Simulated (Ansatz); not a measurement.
C2H2Si, SMILES `C1=C[Si]1` (charge 0, multiplicity 1).

Computed with frozen-core CCSDTQ/6-31g // B3LYP-D3(BJ)/def2-TZVP (Ansatz, a first-principles code).

Ansatz 0.2 input:
```yaml
crystal:
  periodic: [false, false, false]
  atoms:
    - { symbol: C, position_ang: [0.654184, 0.00765, 0.433112] }
    - { symbol: C, position_ang: [-0.651959, -0.073465, 0.153328] }
    - { symbol: Si, position_ang: [-0.055687, 1.650043, 0.070464] }
    - { symbol: H, position_ang: [1.426544, -0.705184, 0.693551] }
    - { symbol: H, position_ang: [-1.373077, -0.879042, 0.093867] }
basis:
  gaussian: { orbitals: "6-31g" }
correlation:
  method: ccsdtq
```

Output:

```
Functional definition: HF
797 factors; integrals over basis functions are off by at most 7.0e-8 eV
mean field evaluation 1: about -9949.0549 eV, gradient 1.8e1 eV
mean field evaluation 2: about -9949.0600 eV, gradient 1.8e1 eV
mean field evaluation 4: about -9950.1819 eV, gradient 2.2e0 eV
mean field evaluation 8: about -9950.2012 eV, gradient 1.1e-5 eV
mean field evaluation 16: about -9950.2009 eV, gradient 1.9e-1 eV
mean field -9950.20119004 eV, -365.6631492454 hartree, gradient 2.6e-6 eV, S^2 0.000000; 0 other end points of the search recorded, 0 dependent functions left out
7 core orbitals not correlated
reference -9950.20119004 eV, -365.6631492454 hartree; 7, 7 occupied and 21, 21 virtual orbitals, 797 factors
second order -5.89740080 eV of doubles, -0.00000000 eV of singles
cycle   1  -6.17372392 eV  change   -2.8e-1 eV  update   9.3e-2
cycle   2  -6.63361390 eV  change   -4.6e-1 eV  update   4.3e-2
cycle   3  -6.78841220 eV  change   -1.5e-1 eV  update   2.1e-2
cycle   4  -6.78930377 eV  change   -8.9e-4 eV  update   6.9e-3
cycle   5  -6.79874210 eV  change   -9.4e-3 eV  update   3.3e-3
cycle   6  -6.79808396 eV  change    6.6e-4 eV  update   1.1e-3
cycle   7  -6.79684515 eV  change    1.2e-3 eV  update   4.8e-4
cycle   8  -6.79662122 eV  change    2.2e-4 eV  update   1.9e-4
cycle   9  -6.79670657 eV  change   -8.5e-5 eV  update   7.9e-5
cycle  10  -6.79669648 eV  change    1.0e-5 eV  update   3.0e-5
cycle  11  -6.79668815 eV  change    8.3e-6 eV  update   1.3e-5
cycle  12  -6.79669378 eV  change   -5.6e-6 eV  update   6.5e-6
cycle  13  -6.79669036 eV  change    3.4e-6 eV  update   3.0e-6
cycle  14  -6.79669206 eV  change   -1.7e-6 eV  update   1.5e-6
cycle  15  -6.79669256 eV  change   -5.0e-7 eV  update   6.9e-7
Total energy: -9956.99788260 eV, -365.9129230901 hartree
```
